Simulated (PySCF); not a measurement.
Solvent effects on NMR parameters

Geometry (Å), atoms numbered from 1 in this order:
```xyz
14

C    -2.6590    0.2282   -0.0116
C    -1.5179    0.1002   -0.3960
C    -0.1358   -0.0333   -0.8453
C     0.8670    0.3358    0.2236
C     1.7518   -0.5421    0.7035
C     0.8135    1.7413    0.7287
Cl    1.1826    2.9250   -0.5769
H    -3.6745    0.3358    0.3219
H     0.0467   -1.0634   -1.1888
H     0.0196    0.6298   -1.7152
H     1.7724   -1.5788    0.3567
H     2.4831   -0.2534    1.4635
H     1.5411    1.9079    1.5323
H    -0.1944    1.9920    1.0906
```

GIAO PBE0/pcSseg-1 in PySCF 2.14 on one PBE0-D3(BJ)/def2-SVP conformer, non-relativistic, equivalent nuclei averaged. Solvents enter as an IEF-PCM continuum (benzene with ε = 2.3, dichloromethane with ε = 8.9) around the gas-phase geometry. Shifts are referred to TMS computed in the same medium.

Gas phase, δ in ppm: C4 151.2, C5 124.8, C2 83.5, C1 76.5, C6 51.9, C3 25.4, H12 5.40, H11 5.29, H13/H14 4.17, H9/H10 3.16, H8 1.93. Dipole moment 1.86 D.

**Question.** How does each δ change in the continuum?

**Answer.** 
```json
{"atoms": "C4", "environment": "fully substituted alkene carbon", "Δδ, benzene": "-0.1", "Δδ, dichloromethane": "-0.2"}
{"atoms": "C5", "environment": "terminal =CH2 carbon", "Δδ, benzene": "+1.8", "Δδ, dichloromethane": "+3.6"}
{"atoms": "C2", "environment": "alkyne carbon", "Δδ, benzene": "+1.5", "Δδ, dichloromethane": "+2.8"}
{"atoms": "C1", "environment": "terminal alkyne carbon", "Δδ, benzene": "+0.4", "Δδ, dichloromethane": "+0.9"}
{"atoms": "C6", "environment": "allylic sp3 CH2 bonded to Cl", "Δδ, benzene": "+0.8", "Δδ, dichloromethane": "+1.5"}
{"atoms": "C3", "environment": "allylic sp3 CH2", "Δδ, benzene": "0.0", "Δδ, dichloromethane": "0.0"}
{"atoms": "H12", "environment": "hydrogen on a terminal =CH2 carbon", "Δδ, benzene": "+0.14", "Δδ, dichloromethane": "+0.27"}
{"atoms": "H11", "environment": "hydrogen on a terminal =CH2 carbon", "Δδ, benzene": "+0.14", "Δδ, dichloromethane": "+0.27"}
{"atoms": "H13/H14", "environment": "hydrogen on an allylic sp3 CH2 bonded to Cl", "Δδ, benzene": "+0.11", "Δδ, dichloromethane": "+0.20"}
{"atoms": "H9/H10", "environment": "hydrogen on an allylic sp3 CH2", "Δδ, benzene": "+0.06", "Δδ, dichloromethane": "+0.11"}
{"atoms": "H8", "environment": "hydrogen on a terminal alkyne carbon", "Δδ, benzene": "+0.18", "Δδ, dichloromethane": "+0.35"}
```

Changes are relative to the gas phase. The dipole moment becomes 2.13 D in benzene, 2.38 D in dichloromethane.

**Question.** Which nuclei move most (in ppm), and what does the model miss?

**Answer.** C5 (terminal =CH2 carbon, +3.6 ppm) in dichloromethane. A continuum only polarises the solute; specific hydrogen bonds, the anisotropy of aromatic solvents and changes of geometry or conformer are outside it.
